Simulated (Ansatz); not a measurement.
```xyz
18

Cl   -0.8774   -0.9260    3.0873
C    -1.0320   -0.2760    1.4924
C    -2.2461    0.2153    1.1017
C    -2.4029    0.7500   -0.1884
C    -1.3490    0.7824   -1.0565
C    -0.0872    0.2806   -0.6735
C     1.0142    0.3052   -1.5562
C     2.2324   -0.1832   -1.1758
C     2.4045   -0.7214    0.1123
C     1.3602   -0.7618    0.9942
C     0.0914   -0.2651    0.6296
H    -3.0804    0.1888    1.7909
H    -3.3709    1.1361   -0.4852
H    -1.4662    1.1941   -2.0528
H     0.8724    0.7221   -2.5475
H     3.0687   -0.1575   -1.8647
H     3.3733   -1.1071    0.4076
H     1.4950   -1.1764    1.9847
```

Charge 0, multiplicity 1.

(1) List the CAM-B3LYP/def2-TZVPP orbital energies in eV (Ansatz). (An estimate is asked.)

Answers

(1) The calculation gave: Occupied: -2764.62, -280.62, -279.50, -279.42, -279.23, -279.19, -279.13, -279.12, -279.10, -279.08, -279.05, -259.36, -198.48, -198.25, -198.24, -26.99, -25.77, -24.84, -23.20, -22.78, -21.84, -19.42, -19.19, -18.27, -16.35, -16.09, -15.83, -14.38, -14.18, -13.67, -13.59, -13.36, -13.04, -12.24, -11.74, -11.42, -11.12, -10.85, -10.30, -9.35, -8.49, -7.52. Lowest empty: -0.42, 0.38, 1.58, 2.17, 2.43, 2.84, 3.22, 3.62.
